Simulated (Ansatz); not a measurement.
Basis-set series for `C1O[AsH]PS1`. Charge 0, multiplicity 1. The structure was optimised at the PBE0-D4/def2-TZVP level.

```
functional       basis  functions  energy (Eh)  HOMO (eV)  LUMO (eV)
   PBE0-D4    def2-SVP        116  -3089.91743      -7.04      -0.73
   PBE0-D4  def2-QZVPP        463  -3090.67132      -7.11      -1.09
   ωB97M-V    def2-SVP        116  -3090.36212      -9.11       1.36
   ωB97M-V  def2-QZVPP        463  -3091.11472      -9.19       0.73
```

Problem. Give the rows for def2-TZVPP. (Best estimate.)

Solution. Computed: 
```json
{"functional": "PBE0-D4", "basis": "def2-TZVPP", "functions": "250", "energy (Eh)": "-3090.59365", "HOMO (eV)": "-7.08", "LUMO (eV)": "-0.96"}
{"functional": "ωB97M-V", "basis": "def2-TZVPP", "functions": "250", "energy (Eh)": "-3091.03970", "HOMO (eV)": "-9.15", "LUMO (eV)": "0.99"}
```

Positive LUMOs are unbound and depend on the basis. Scalar relativity is left out up to krypton.
